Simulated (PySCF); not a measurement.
## Spin-rotation constants: `N#C[C-](C(F)=C(F)F)C(F)(F)F`, [C$_{5}$F$_{6}$N]-, charge -1

Geometry:
```
atom   x (Å)   y (Å)   z (Å)
  N1  -0.037   0.512  -2.784
  C2  -0.147   0.316  -1.650
  C3  -0.329   0.090  -0.299
  C4   0.745  -0.191   0.586
  F5   0.414  -0.382   1.896
  C6   2.057  -0.300   0.315
  F7   2.626  -0.155  -0.900
  F8   3.013  -0.571   1.240
  C9  -1.691   0.152   0.234
 F10  -2.132  -0.996   0.841
 F11  -1.896   1.105   1.200
 F12  -2.622   0.419  -0.703
```

Total charge -1.

Method used: GIAO wB97X-D/aug-pcSseg-1 magnetisability, rotational g tensor and spin-rotation constants, non-relativistic, gas phase in PySCF. Geometry: GFN2-xTB.

For an ion the centre-of-mass motion in the field is neglected.

Task: Give the nuclear spin-rotation constants along the inertial axes (H = +C I·J) beside the isotropic shieldings.

Result: Rotational constants 1.4017, 0.6837, 0.4992 GHz. A star marks the isotopologue with that one atom substituted, in its own axes.
```tsv
atom	isotope	Caa (kHz)	Cbb (kHz)	Ccc (kHz)	mean (kHz)	σ (ppm)
N1	14N	0.224	0.054	0.118	0.132	-29.8
F5	19F	0.857	0.644	0.148	0.550	366.2
F7	19F	0.659	0.644	0.612	0.638	320.2
F8	19F	1.127	0.477	0.579	0.727	318.8
F10	19F	2.579	0.912	0.598	1.363	219.6
F11	19F	2.575	0.921	0.600	1.365	218.9
F12	19F	1.651	0.970	0.656	1.092	246.2
C2	13C*	0.651	0.014	0.228	0.298	58.3
C3	13C*	0.212	0.133	0.075	0.140	156.3
C4	13C*	0.542	0.275	0.120	0.313	37.8
C6	13C*	0.575	0.292	0.141	0.336	17.1
C9	13C*	0.435	0.250	0.156	0.280	44.1
```
For the geometry as given, no vibrational averaging.
